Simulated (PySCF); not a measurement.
3-fluoro-4-methyl-2H-oxete (C4H5FO), SMILES FC1=C(C)OC1. Geometry: r2SCAN-D4/def2-SVP.

Q: Give the equilibrium geometry at r2SCAN-D4/def2-SVP (PySCF confirms it by a frequency run) as a Z-matrix, and its point group. (The exact figures need the calculation; the answer reports its results.)

A: point group Cs.
```
C
C 1 1.3455
F 2 1.3278 1 136.80
O 1 1.4073 2 95.06 3 180.00
C 4 1.4637 1 88.75 2 0.00
H 5 1.1022 4 110.73 1 -118.37
H 5 1.1022 6 110.76 4 123.24
C 1 1.4719 2 142.84 3 0.00
H 8 1.0987 1 110.12 2 0.00
H 8 1.1027 9 108.81 1 -121.58
H 8 1.1027 9 108.81 10 -116.84
```
